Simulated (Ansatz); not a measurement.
System: C$_{5}$H$_{5}$Se, net charge -1, singlet state. It need not be the lowest isomer of its formula. Whether it binds its extra electron was not tested at this geometry. 
Coordinates optimised at B3LYP-D3(BJ)/def2-TZVP (Ansatz, an electronic-structure program):
```xyz
11

C     -2.8003    -0.8543     0.1787
C     -1.3158    -0.5984     0.1158
C     -0.3645    -1.6802     0.2773
C      0.8937    -1.2601     0.1912
Se     1.0467     0.7476    -0.1361
C     -0.8245     0.6583    -0.0947
H     -3.3836     0.0616     0.0387
H     -3.0753    -1.2957     1.1422
H     -3.1002    -1.5760    -0.5883
H      1.8493    -1.7594     0.2583
H     -1.4098     1.5594    -0.2322
```
Charge -1, spin multiplicity 1.

Total electronic energies in hartree. Valence correlation only, unless marked. No spin-orbit coupling. Frozen are the shells of the preceding noble gas and the d and f shells that filled before the atom's block. Non-relativistic. CBS marks a two-point X^-3 extrapolation of the correlation energy; Hartree-Fock from the larger set. [CCSD(T)-MP2]/basis is that difference in the basis named.

The Hartree-Fock reference is unstable (checked in the largest basis), which strains HF and MP2. 

```json
[
 {"level": "HF/cc-pVDZ", "program": "Ansatz", "energy (Eh)": "-2591.97615"},
 {"level": "RI-HF/cc-pVTZ", "program": "Ansatz", "energy (Eh)": "-2592.10776"},
 {"level": "SVWN5/def2-TZVPD", "program": "Ansatz", "energy (Eh)": "-2589.93787"},
 {"level": "PBE/def2-TZVPD", "program": "Ansatz", "energy (Eh)": "-2594.50961"},
 {"level": "B97M-V/def2-TZVPD", "program": "Ansatz", "energy (Eh)": "-2594.69170"},
 {"level": "B3LYP/def2-TZVPD", "program": "Ansatz", "energy (Eh)": "-2595.15764"},
 {"level": "PBE0/def2-SVP", "program": "Ansatz", "energy (Eh)": "-2594.08134"},
 {"level": "PBE0/def2-QZVPP", "program": "Ansatz", "energy (Eh)": "-2594.65648"},
 {"level": "BHLYP/def2-TZVPD", "program": "Ansatz", "energy (Eh)": "-2594.96864"},
 {"level": "wB97M-V/def2-TZVPD", "program": "Ansatz", "energy (Eh)": "-2594.89662"},
 {"level": "B2GP-PLYP-D3(BJ)/def2-TZVPD", "program": "Ansatz + dftd3", "energy (Eh)": "-2594.34550"},
 {"level": "B2GP-PLYP-D4/def2-TZVPD", "program": "Ansatz + dftd4", "energy (Eh)": "-2594.34261"},
 {"level": "B2PLYP-D4/def2-TZVPD", "program": "Ansatz + dftd4", "energy (Eh)": "-2594.53559"},
 {"level": "RPA@PBE/cc-pVTZ", "program": "Ansatz", "energy (Eh)": "-2593.61576"},
 {"level": "MP2/cc-pVDZ", "program": "Ansatz", "energy (Eh)": "-2592.77399"},
 {"level": "RI-MP2/CBS(aug-cc-pVTZ,aug-cc-pVQZ)", "program": "Ansatz", "energy (Eh)": "-2593.2287"},
 {"level": "SCS-MP2/cc-pVTZ", "program": "Ansatz", "energy (Eh)": "-2593.07209"},
 {"level": "CCSD/aug-cc-pVDZ", "program": "Ansatz", "energy (Eh)": "-2592.87598"},
 {"level": "CCSD/cc-pVTZ", "program": "Ansatz", "energy (Eh)": "-2593.11646"},
 {"level": "CCSD(T)/6-31G", "program": "Ansatz", "energy (Eh)": "-2592.13081"},
 {"level": "CCSD(T)/cc-pVTZ", "program": "Ansatz", "energy (Eh)": "-2593.17427"},
 {"level": "RI-MP2/CBS(aug-cc-pVTZ,aug-cc-pVQZ)+[CCSD(T)-MP2]/aug-cc-pVDZ", "program": "Ansatz", "energy (Eh)": "-2593.3098"},
 {"level": "CCSD(T)/CBS(aug-cc-pVTZ,aug-cc-pVQZ)", "program": "Ansatz", "energy (Eh)": "-2593.2977"}
]
```

Totals of different functionals don't rank their quality; only differences between species are comparable.
